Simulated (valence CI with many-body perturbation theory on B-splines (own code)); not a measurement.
## E1 transitions of Pr XLV

Method: relativistic CI+MBPT: five valence electrons over a frozen Dirac-Fock core [Ne], radial functions for each j: 9 s, 9 p, 8 d, 6 f, 3 g, 1 h, with the one-electron correlation potential Σ1, the two-electron term Σ2, the three-electron term Σ3, Breit, model QED; selected CI, second order for the rest (own B-spline code, finite nucleus).

The last digits are not significant, and no measured levels were compared; by estimate large intervals hold to a few tenths of a per cent, small ones and those within an open d or f shell to about a per cent. Among the levels kept, up to 510 cm⁻¹ of a level comes from second order outside the variational space, and about a tenth of that is noise between levels of different J, which matters for small intervals.

Lines 151 to 187 of 187 in falling wavelength, among levels below 3709.3 × 10³ cm⁻¹, chosen from the strongest by gf and those to the six lowest levels. Wavelengths and rates use the calculated energies. Electric multipoles are in the length gauge, E1 and E2 with the static RPA response of the core. Weak lines are less certain than strong ones. Lines between different terms over intervals too small for the method are left out, as are lines whose strength nearly cancels. The highest levels of a list are the least certain.

Levels are named by their leading jj configuration (3d3/2^4 stands for four electrons in 3d with j = 3/2), which in mixed levels can hold well under half, so a name can repeat and another be missing. Letters in brackets count levels of one name in rising energy.

```tsv
λ vac (Å)	Upper	Lower	A (s⁻¹)	S (a.u.)
44.11	(3s^2 3p1/2 3p3/2 3d3/2) J=5/2 [a]	(3s^2 3p1/2^2 3p3/2) J=3/2	1.28e+09	3.26e-04
43.87	(3s^2 3p1/2 3p3/2 3d3/2) J=3/2 [a]	(3s^2 3p1/2^2 3p3/2) J=3/2	4.18e+10	6.98e-03
43.81	(3s^2 3p1/2 3p3/2 3d3/2) J=1/2 [a]	(3s^2 3p1/2^2 3p3/2) J=3/2	3.14e+09	2.61e-04
41.94	(3s^2 3p3/2^2 3d3/2) J=3/2 [a]	(3s^2 3p1/2 3p3/2^2) J=1/2	6.87e+10	1.00e-02
41.89	(3s^2 3p3/2^2 3d3/2) J=1/2	(3s^2 3p1/2 3p3/2^2) J=1/2	5.83e+10	4.23e-03
40.59	(3s^2 3p3/2^2 3d3/2) J=5/2	(3s^2 3p1/2 3p3/2^2) J=5/2	5.08e+11	1.01e-01
40.51	(3s^2 3p3/2^2 3d5/2) J=1/2	(3s^2 3p1/2 3p3/2^2) J=1/2	2.28e+09	1.50e-04
40.45	(3s^2 3p3/2^2 3d3/2) J=7/2	(3s^2 3p1/2 3p3/2^2) J=5/2	5.16e+11	1.35e-01
40.39	(3s^2 3p3/2^2 3d3/2) J=3/2 [a]	(3s^2 3p1/2 3p3/2^2) J=5/2	3.40e+11	4.42e-02
39.91	(3s^2 3p3/2^2 3d3/2) J=3/2 [b]	(3s^2 3p1/2 3p3/2^2) J=1/2	6.86e+11	8.61e-02
39.79	(3s^2 3p1/2 3p3/2 3d3/2) J=5/2 [b]	(3s^2 3p1/2^2 3p3/2) J=3/2	6.82e+11	1.27e-01
39.64	(3s^2 3p3/2^2 3d5/2) J=7/2	(3s^2 3p1/2 3p3/2^2) J=5/2	7.69e+10	1.89e-02
39.61	(3s^2 3p1/2 3p3/2 3d5/2) J=3/2 [a]	(3s^2 3p1/2^2 3p3/2) J=3/2	3.94e+08	4.83e-05
39.41	(3s^2 3p3/2^2 3d3/2) J=5/2	(3s^2 3p1/2 3p3/2^2) J=3/2	2.65e+11	4.80e-02
39.22	(3s^2 3p3/2^2 3d3/2) J=3/2 [a]	(3s^2 3p1/2 3p3/2^2) J=3/2	6.18e+11	7.36e-02
39.18	(3s^2 3p3/2^2 3d3/2) J=1/2	(3s^2 3p1/2 3p3/2^2) J=3/2	9.59e+11	5.70e-02
39.03	(3s^2 3p1/2 3p3/2 3d3/2) J=3/2 [b]	(3s^2 3p1/2^2 3p3/2) J=3/2	1.25e+12	1.47e-01
38.99	(3s^2 3p1/2 3p3/2 3d3/2) J=1/2 [b]	(3s^2 3p1/2^2 3p3/2) J=3/2	9.26e+11	5.42e-02
38.98	(3s^2 3p1/2 3p3/2 3d5/2) J=5/2 [a]	(3s^2 3p1/2^2 3p3/2) J=3/2	8.99e+10	1.58e-02
38.51	(3s^2 3p3/2^2 3d3/2) J=3/2 [b]	(3s^2 3p1/2 3p3/2^2) J=5/2	2.42e+10	2.73e-03
37.97	(3s^2 3p3/2^2 3d5/2) J=1/2	(3s^2 3p1/2 3p3/2^2) J=3/2	1.97e+10	1.06e-03
37.45	(3s^2 3p3/2^2 3d3/2) J=3/2 [b]	(3s^2 3p1/2 3p3/2^2) J=3/2	4.27e+09	4.42e-04
36.81	(3s^2 3p3/2^2 3d5/2) J=5/2	(3s^2 3p1/2 3p3/2^2) J=5/2	4.35e+08	6.43e-05
36.63	(3s^2 3p1/2 3p3/2 3d5/2) J=5/2 [b]	(3s^2 3p1/2^2 3p3/2) J=3/2	3.80e+10	5.53e-03
36.20	(3s^2 3p1/2 3p3/2 3d5/2) J=3/2 [b]	(3s^2 3p1/2^2 3p3/2) J=3/2	2.61e+10	2.45e-03
36.00	(3s^2 3p1/2 3p3/2 3d5/2) J=1/2	(3s^2 3p1/2^2 3p3/2) J=3/2	2.85e+10	1.31e-03
35.84	(3s^2 3p3/2^2 3d5/2) J=5/2	(3s^2 3p1/2 3p3/2^2) J=3/2	1.91e+07	2.60e-06
34.42	(3s 3p1/2 3p3/2^3) J=3/2 [a]	(3s^2 3p1/2^2 3p3/2) J=3/2	4.18e+09	3.37e-04
33.42	(3s 3p1/2 3p3/2^3) J=5/2	(3s^2 3p1/2^2 3p3/2) J=3/2	2.40e+09	2.66e-04
32.06	(3s 3p1/2 3p3/2^3) J=1/2	(3s^2 3p1/2^2 3p3/2) J=3/2	1.20e+09	3.92e-05
31.99	(3s 3p1/2 3p3/2^3) J=3/2 [b]	(3s^2 3p1/2^2 3p3/2) J=3/2	1.20e+09	7.76e-05
29.12	(3s^2 3p3/2^2 3d3/2) J=5/2	(3s^2 3p1/2^2 3p3/2) J=3/2	5.45e+07	3.99e-06
29.02	(3s^2 3p3/2^2 3d3/2) J=3/2 [a]	(3s^2 3p1/2^2 3p3/2) J=3/2	9.24e+06	4.46e-07
29.00	(3s^2 3p3/2^2 3d3/2) J=1/2	(3s^2 3p1/2^2 3p3/2) J=3/2	3.59e+08	8.63e-06
28.33	(3s^2 3p3/2^2 3d5/2) J=1/2	(3s^2 3p1/2^2 3p3/2) J=3/2	9.79e+08	2.20e-05
28.04	(3s^2 3p3/2^2 3d3/2) J=3/2 [b]	(3s^2 3p1/2^2 3p3/2) J=3/2	9.23e+08	4.01e-05
27.12	(3s^2 3p3/2^2 3d5/2) J=5/2	(3s^2 3p1/2^2 3p3/2) J=3/2	8.33e+08	4.92e-05
```
